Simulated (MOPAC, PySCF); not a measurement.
C$_{7}$H$_{14}$Si, SMILES `[SiH3][C@@H]1C[C@@H]2CC[C@H]1C2`, neutral singlet in the gas phase. 

Z-matrix (Å, degrees):
```
C
H 1 1.0997
C 1 1.5345 2 116.30
H 3 1.1016 1 113.30 2 -61.70
H 3 1.1019 4 108.90 1 -126.95
C 3 1.5334 4 113.44 5 -127.07
H 6 1.0996 3 116.33 4 62.55
C 1 1.5356 2 113.81 3 116.91
H 8 1.1009 1 110.17 2 -43.69
H 8 1.1010 9 106.61 1 -122.81
C 6 1.5362 7 113.57 3 117.64
H 11 1.1008 6 111.27 7 -41.82
H 11 1.1028 12 106.79 6 -121.57
C 6 1.5379 7 113.83 11 124.67
H 14 1.1008 6 110.88 7 40.59
H 14 1.1010 15 107.03 6 122.11
C 1 1.5460 2 113.14 8 126.61
H 17 1.1041 1 107.83 2 46.12
Si 17 1.8881 18 105.24 1 126.00
H 19 1.4969 17 109.30 18 49.02
H 19 1.4974 20 107.53 17 -121.48
H 19 1.4975 20 108.39 21 -116.96
```
Charge 0, multiplicity 1.

All levels are single points at this geometry (PBE0-D3(BJ)/def2-SVP); Pople sets use spherical d functions. Orbital energies aren't observables, and empty levels follow the basis.

| level | HOMO (eV) | LUMO (eV) | gap (eV) | dipole (D) | vertical IE, Delta-SCF (eV) |
|---|---|---|---|---|---|
| M06-2X/def2-TZVP in PySCF | -9.06 | 1.34 | 10.40 | 1.05 | 9.91 |
| PBE-D3(BJ)/def2-TZVP in PySCF | -6.70 | -0.11 | 6.59 | 1.20 | 9.28 |
| B3LYP/3-21G in PySCF | -7.62 | 1.63 | 9.25 | 1.09 | – |
| B3LYP/6-311+G** in PySCF | -7.78 | -0.20 | 7.57 | 1.10 | – |
| B3LYP/6-31G* in PySCF | -7.59 | 1.25 | 8.84 | 1.10 | 9.57 |
| B3LYP/LANL2DZ in PySCF | -7.65 | 1.50 | 9.15 | 1.04 | – |
| BP86/6-31G* in PySCF | -6.62 | 0.56 | 7.19 | 1.18 | – |
| PBE/6-31G* in PySCF | -6.52 | 0.60 | 7.12 | 1.18 | 9.16 |
| HF/3-21G in PySCF | -10.84 | 5.04 | 15.88 | 1.12 | – |
| HF/STO-3G in PySCF | -9.38 | 13.31 | 22.69 | 0.26 | – |
| PM3 in MOPAC | -10.39 | 0.57 | 10.96 | 0.25 | – |
| PM6 in MOPAC | -9.96 | 0.60 | 10.56 | 0.54 | – |
| PM7 in MOPAC | -10.36 | 1.84 | 12.20 | 0.60 | – |
